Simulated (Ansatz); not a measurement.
The first iterations of a band of AlClFGeH3 (7 atoms, charge 0, multiplicity 1).

Computed with Ansatz, RKS r2SCANh/def2-SVP.

```json
{"movable images": "5", "climbing image": "yes", "spring": "5.0 eV/Å²", "optimiser": "quadratic models (default)", "start path": "through a guess of the saddle point", "force threshold": "0.2 eV/Å", "iteration limit": "44", "end points": "relaxed"}
```

Initial state:

```xyz
7
Properties=species:S:1:pos:R:3
F 1.688 -0.560 1.935
Al 0.681 -0.953 0.675
Cl 0.530 -2.993 0.227
Ge -0.511 0.806 -0.524
H 0.475 1.821 -1.118
H -1.441 1.574 0.425
H -1.359 0.236 -1.667
```

Final state:

```xyz
7
Properties=species:S:1:pos:R:3
F 1.695 -0.578 1.958
Al 0.691 -0.939 0.687
Cl 0.502 -2.971 0.214
Ge -0.496 0.814 -0.526
H 0.229 2.162 -0.432
H -0.657 0.446 -2.006
H -1.903 0.997 0.060
```

| iteration | highest image above the first end (eV) | largest band force component (eV/Å) |
| --- | --- | --- |
| 1 | 16.247 | 52.079 |
| 2 | 6.457 | 11.579 |
| 3 | 5.602 | 6.996 |
| 4 | 5.046 | 3.037 |
| 5 | 5.452 | 2.409 |
| 6 | 4.165 | 1.168 |
| 7 | 4.043 | 1.617 |

Does the band converge within its limit, and where does its top end?

The run converged. It ended after 21 iterations with the highest image 1.756 eV above the first end. The threshold of 0.2 eV/Å is loose, so the images may lie well off the minimum-energy path. Neighbouring images differ by up to 1.4 eV, so the band resolves the path poorly. The order of the stationary point at the top wasn't checked.

Time of the run: 7.8 min on 2 threads of Arm Neoverse V1, with other jobs on the host, peak memory 0.24 GiB.
